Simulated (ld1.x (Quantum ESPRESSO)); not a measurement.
# cadmium (Cd): one change to a TM potential, before and after

* Element: cadmium
* Generator: ld1.x (Quantum ESPRESSO) 7.5
* Type: norm-conserving Troullier–Martins (Kleinman–Bylander form)
* Functional: PW91
* Relativity: scalar-relativistic
* Frozen core: [Kr]
* Valence charge: 12
* Reference configuration: 4d10 5s1.5 5p0 (charge +0.5)
* Partial waves: 5s (bound): rc 2.35 bohr; 5p (bound, empty): rc 2.65 bohr; 4d (bound): rc 1.90 bohr
* Local potential: all-electron potential smoothed inside 1.50 bohr (lloc = -1)
* Core correction: Bessel-smoothed model core, default radius (core density twice the valence density)

All-electron outer shells of the reference configuration (PW91, scalar-relativistic, ld1.x):

```
shell  level (eV)  outermost node (bohr)  outermost maximum (bohr)
   4p      -71.28                   0.43                      0.84
   4d      -16.02                   0.42                      0.98
   5s       -9.31                   1.06                      2.29
   5p       -4.17                   1.19                      3.02
```

Change: local potential the s channel.

Cutoffs: the cutoffs (Ry, on a coarse ladder) from which the occupation-weighted sum of valence levels, in a spherical-Bessel basis at the reference potential, stays within 10 and 1 mRy of its value at 400 Ry; they do not see the model core or the augmentation charge, which bear on the density cutoff. Errors are all-electron minus pseudo energies relative to the spin-unpolarised reference configuration.

Task: How do hardness, ghosts and transferability respond?

Result: The potential gets neither clearly harder nor softer (60 Ry and 90 Ry → 60 Ry and 100 Ry); the bound ghost in p, s disappears; the number of tests that count goes from 6 to 7; of the 6 tests that both files solve, the error grows in 2 and shrinks in 0 by more than 15 % and 0.3 meV (median size 14.9 → 15.7 meV); the range in which the p phases agree narrows (upper end 4.1 → 3.0); the range in which the d phases agree narrows (upper end at the end of the scan → 0.4). In the separable form a ghost depends on how the local part lies against the semilocal potential of the channel, so the choice of the local part can create or remove one.

```tsv
quantity	base	changed
cutoff, loose	60 Ry	60 Ry
cutoff, tight	90 Ry	100 Ry
loose cutoff by channel (10 mRy a level)	s 6 Ry, d 50 Ry	d 50 Ry, s 8 Ry
bound ghosts	s, p	none
tests counted (converged, no solver errors)	6 of 7	7 of 7
error for 4d10 5s2 5p0, meV [ΔE -3.75 eV]	-0.2	-0.2
error for 4d10 5s1 5p0, meV [ΔE 5.60 eV]	-2.6	-2.7
error for 4d10 5s0 5p0, meV [ΔE 22.81 eV]	-27	-29
error for 4d9 5s0 5p0, meV [ΔE 60.90 eV]	-83	-234
error for 4d9 5s2 5p0, meV [ΔE 14.29 eV]	-95	-178
error for 4d10 5s1 5p1, meV [ΔE 0.95 eV]	-0.9	-0.8
s: phases at 2.89 bohr within 0.05 rad from the reference energy up to (Ry; the scan ends near 5)	2.1	2.0
p: phases at 2.89 bohr within 0.05 rad from the reference energy up to (Ry; the scan ends near 5)	4.1	3.0
d: phases at 2.89 bohr within 0.05 rad from the reference energy up to (Ry; the scan ends near 5)	to the end of the scan	0.4
```

Base: Tests not counted: 4d10 5s0 5p2 (solver errors, printed error -1072 eV). These tests converged, but a pseudo level misses the all-electron one widely, so the file describes the atom poorly there or has found another state: 4d10 5s0 5p0: empty 5p by 3.8 eV. A true bound ghost makes a file unfit for plane-wave use even where its test errors are small: the radial tests pick states by their node count and pass the ghost by. Where a test does run into it, the solver fails or the error is huge.
